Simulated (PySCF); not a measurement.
# TDDFT excited states: [Cl4NOs]-

[OsNCl4]- (charge -1 and singlet state).
SMILES: `[N]#[Os-]([Cl])([Cl])([Cl])[Cl]`

Level of theory: PySCF, TDDFT B3LYP/def2-SVPD, vertical, gas phase, core orbitals frozen in the response, def2 core potentials past Kr. Isolated species at its PBE0-D3(BJ)/def2-SVP geometry, gas phase. Spin–orbit coupling is left out. The geometry's basis has no diffuse functions, a weakness for an anion.

```
state  λ (nm)  E (eV)       f  main configurations (H = HOMO, L = LUMO)
   S1   461.2    2.69  0.0005                             H→L/L+1 (99%)
   S2   461.1    2.69  0.0005                             H→L/L+1 (99%)
   S3   445.8    2.78  0.0000                               H→L+2 (98%)
   S4   333.0    3.72  0.0008                          H-1→L/L+1 (100%)
   S5   333.0    3.72  0.0008                          H-1→L/L+1 (100%)
   S6   311.9    3.97  0.0000                H-1→L+2 (88%), H→L+3 (10%)
   S7   307.5    4.03  0.0000                 H→L+3 (88%), H-1→L+2 (9%)
   S8   294.9    4.20  0.0000                      H-3/H-2→L/L+1 (≥96%)
   S9   290.6    4.27  0.0000                       H-3/H-2→L/L+1 (97%)
```

Triplets (Tamm–Dancoff): T1 2.26 eV, H→L/L+1 (97%); T2 2.26 eV, H→L/L+1 (97%); T3 2.42 eV, H→L+2 (97%).

The lowest singlet level (S1/S2) lies at 2.69 eV (461 nm, visible) and is very weak. The largest oscillator strength of a single state is 0.0008. S1/S2 and S4/S5 lie within about 0.01 eV of each other in each set; the point group C4v has degenerate representations, and within a degenerate level the listed configurations can mix freely. For S1 the Löwdin share of osmium is 52% in HOMO and 46% in LUMO. Orbital energies (eV): HOMO-3 -4.27, HOMO-2 -4.27, HOMO-1 -3.66, HOMO -3.06, LUMO 1.07, LUMO+1 1.07, LUMO+2 1.38. 3 computed singlets (S1 to S3) lie in the visible range (380 to 750 nm), the largest f among them at 461 nm, f = 0.0005; light of that wavelength is blue, and its complementary colour is yellow; a Tamm–Dancoff triplet lies at 548 nm, without intensity as long as spin–orbit coupling is left out. No detachment energy is given for this anion; states above it aren't bound, and a finite basis only mimics them. Orbitals of the list HOMO-3 to LUMO+2 that lie within 0.01 eV of each other are written together with a slash and their weights summed (≥ marks a lower bound); for degenerate orbitals outside that list single weights are arbitrary. Singlets were solved by full linear response, triplets in the Tamm–Dancoff approximation. The highest level found (4.38 eV, f 0.0000 so far) is left out, since the window may have cut off a degenerate partner.

Time: 16 s wall. Hardware: one thread of an x86-64 server, shared host.
